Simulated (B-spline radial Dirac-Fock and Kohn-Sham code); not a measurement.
# Satellites and hypersatellites of the K lines of Cr³⁺

System: chromium as Cr³⁺, configuration 1s2 2s2 2p6 3s2 3p6 3d3, inside a Watson sphere of charge -3 and radius 2.7 Å (a model of the Madelung potential; inside it an electron's potential energy is raised by 16.0 eV).

Input file task.json (cfg lists n, l and occupation; rrms is the nuclear radius in fm):

```json
{"items": [{
  "Z": 24,
  "q": 3,
  "cfg": [[1, 0, 2], [2, 0, 2], [2, 1, 6], [3, 0, 2], [3, 1, 6], [3, 2, 3]],
  "A": 52,
  "rrms": 3.6452,
  "watson": [-3, 2.7],
  "do": ["binding", "quiet", "double"]
}]}
```

Command: `python xray_run.py task.json out`

The computed values come from a B-spline atomic structure program: ΔSCF Dirac-Fock with Breit, self-energy and vacuum polarisation, finite nucleus, configuration average. Each two-hole energy is an average over J within one jj subconfiguration, not an observable level; in light atoms, where LS coupling holds, the j-resolved values are not observed lines, and for a K spectator the Kα1 hypersatellite is nearly forbidden. No correlation.

Lines without a spectator: Kα2 (K-L2) 5404.2 eV, Kα1 (K-L3) 5412.6 eV, Kβ3 (K-M2) 5946.8 eV, Kβ1 (K-M3) 5947.9 eV. Shifts in eV with one spectator hole (a dash: not computed, or left out as unreliable):

```
spectator hole     Kα2     Kα1    Kβ3    Kβ1
    L2 (2p1/2)  +22.16  +27.20      –  +64.7
    L3 (2p3/2)  +25.62  +24.44  +63.0      –
    M2 (3p1/2)       –   +1.92  +5.77  +7.22
    M3 (3p3/2)   +1.77       –  +6.94  +6.55
```

Problem. Where does the K-L3 hypersatellite lie, emitted when both K electrons are missing?

Solution. +251.3 eV from the normal line, at 5663.8 eV. Removing both K electrons costs 12391.5 eV, which is 340.6 eV more than twice the K binding energy. In light atoms the observed hypersatellite is the ¹S₀ → ¹P₁ component, which lies below this average, and the triplet component is nearly forbidden.

With n spectator holes in 2p, averaged over the 2p shell (energies in eV):

| n | KαLⁿ | step | hypersatellite KαʰLⁿ |
| --- | --- | --- | --- |
| 0 | 5409.8 | – | 5660.5 |
| 1 | 5435.1 | +25.3 | 5687.1 |
| 2 | 5461.7 | +26.5 | 5714.9 |
| 3 | 5489.4 | +27.8 | 5744.0 |
| 4 | 5518.4 | +29.0 | 5774.3 |
| 5 | 5548.7 | +30.3 | 5805.8 |
